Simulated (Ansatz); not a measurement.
C2H7BS2, SMILES `CB(C)SS`, charge 0, multiplicity 1.

Give a relaxed structure at PBE0-D4/def2-TZVP (Ansatz). (An estimate is asked.)

Computed: 
Z-matrix (Å, degrees):
```
C
B 1 1.579
H 1 1.092 2 114.1
H 1 1.094 2 111.8 3 -123.6
H 1 1.096 2 108.5 3 119.1
C 2 1.581 1 121.5 3 171.5
S 2 1.911 1 117.3 3 -31.7
S 2 2.082 1 110.7 3 36.3
H 6 1.093 2 114.3 1 -175.8
H 6 1.094 2 112.0 1 -51.8
H 6 1.096 2 108.4 1 65.2
H 8 1.351 2 97.4 1 151.8
```
This is one stationary point; other conformers may exist.
